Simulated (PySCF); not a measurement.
## Polarisability and C₆ of Br⁺ (bromine, charge +1)

[Ar] 3d10 4s2 4p4, high-spin 3P determinant. Computed with PySCF 2.14 in def2-QZVPPD (12s8p5d4f1g, 98 functions), with no relativity, point nucleus. Coupled (time-dependent) response in atomic units; α is the mean over directions.

```csv
method,mean α (bohr³),"α xx, yy, zz",C₆ (like pair),S(−4)
UHF,12.41,"12.21, 12.81, 12.21",77.43,31.73
PBE,12.78,"12.44, 13.48, 12.44",80.00,35.15
PBE0,12.56,"12.26, 13.14, 12.26",78.33,33.18
```

S(−4) is the Cauchy moment in α(ω) = α(0) + S(−4) ω² + …

Spin-orbit coupling is absent.

α(iu) at PBE:

```json
{"u (hartree)": "0", "α(iu) (bohr³)": "12.78"}
{"u (hartree)": "0.0500", "α(iu) (bohr³)": "12.70"}
{"u (hartree)": "0.100", "α(iu) (bohr³)": "12.44"}
{"u (hartree)": "0.200", "α(iu) (bohr³)": "11.54"}
{"u (hartree)": "0.300", "α(iu) (bohr³)": "10.33"}
{"u (hartree)": "0.500", "α(iu) (bohr³)": "7.841"}
{"u (hartree)": "0.750", "α(iu) (bohr³)": "5.459"}
{"u (hartree)": "1.00", "α(iu) (bohr³)": "3.909"}
{"u (hartree)": "1.50", "α(iu) (bohr³)": "2.250"}
{"u (hartree)": "2.00", "α(iu) (bohr³)": "1.473"}
{"u (hartree)": "3.00", "α(iu) (bohr³)": "0.8056"}
{"u (hartree)": "5.00", "α(iu) (bohr³)": "0.3842"}
```

For an ion, C₆ is the dispersion term alone; charge-induced terms of lower order in 1/R come first.

The components differ because the open shell of this determinant is not spherical; for a pure term their mean is the scalar polarisability.
